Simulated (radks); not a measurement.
Q: Method: scalar-relativistic Kohn-Sham, SCAN, spin-polarised, spherical densities, finite nucleus; open shells are filled with parallel spins first (spin-orbit coupling, left out, can overturn this in heavy ions); meta-GGA in the generalised Kohn-Sham scheme; Fermi nuclear charge, rms radius of each element as measured or else 0.836 A^(1/3) + 0.57 fm; computed with a radial shooting solver on a logarithmic mesh with Libxc functionals. Each species is in its NIST ground configuration. Rank Rh4+, Pd4+, Cd4+, Sn4+, Nb4+, Tc4+, Ag4+, In4+, Mo4+, Ru4+, Zr4+, Sb4+ by mean radius of the outermost orbital (bohr), largest first.

A: Sb4+ 1.94, Nb4+ 1.60, Mo4+ 1.51, Tc4+ 1.43, Ru4+ 1.36, Zr4+ 1.31, Rh4+ 1.29, Pd4+ 1.25, Ag4+ 1.20, Cd4+ 1.15, In4+ 1.11, Sn4+ 1.07.
